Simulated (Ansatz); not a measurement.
`C[SiH](Cl)B[SiH3]` → `[SiH3]BCl` + `C[SiH]` at 700 K and 1 bar (silylene formation by 1,1-elimination).

Isolated molecules relaxed with PBE0-D4/def2-TZVP in Ansatz; ΔE leaves out vibrations. CBS: MP2 limit from def2 TZ/QZ plus the TZ coupled-cluster correction, frozen cores. This one scheme is used for every species. One conformer a species, not always the lowest.

| species | CCSD(T)/CBS energy (Eh) | H − E (kJ/mol) | S (J/(mol·K)) |
| --- | --- | --- | --- |
| `C[SiH](Cl)B[SiH3]` | -1105.61576 | 321.6 | 563.3 |
| `[SiH3]BCl` | -776.06195 | 155.3 | 393.5 |
| `C[SiH]` | -329.46712 | 152.0 | 322.2 |

H − E and S are ideal-gas, rigid-rotor, harmonic terms from PBE0-D4/def2-TZVP, for one conformer and one mirror image of each species. 1 Eh = 2625.50 kJ/mol, R = 8.31446 J/(mol·K).

Q: By hand: ΔE, ΔH, ΔS and ΔG.

A: ΔE = (-776.06195) + (-329.46712) − (-1105.61576) = 0.08669 Eh = 227.6 kJ/mol. Δ(H − E) = 155.3 + 152.0 − 321.6 = -14.3, so ΔH = 213.3 kJ/mol. ΔS = 393.5 + 322.2 − 563.3 = 152.4 J/(mol·K). ΔG = 213.3 − 700 × (152.4)/1000 = 106.6 kJ/mol.

Q: By hand: the equilibrium constant, and the temperature at which ΔG would vanish if ΔH and ΔS stayed fixed.

A: log₁₀ K = −ΔG/(RT ln 10) = -8.0. ΔG = 0 at ΔH/ΔS = 1400 K.

The number of gas molecules changes by +1, which sets the sign of ΔS. A doubt of 5 kJ/mol in ΔE shifts log₁₀ K by 0.4 here. Other conformers and mirror images would add mixing entropy, several J/(mol·K) or more a flexible species. Modes under 60 cm⁻¹, often nearly free rotors, make the harmonic entropy too high. These are equilibria of isolated gas molecules and say nothing of rates. Largest T1 diagnostic: 0.014 (customary marks: 0.02 for closed shells, 0.045 for open ones).
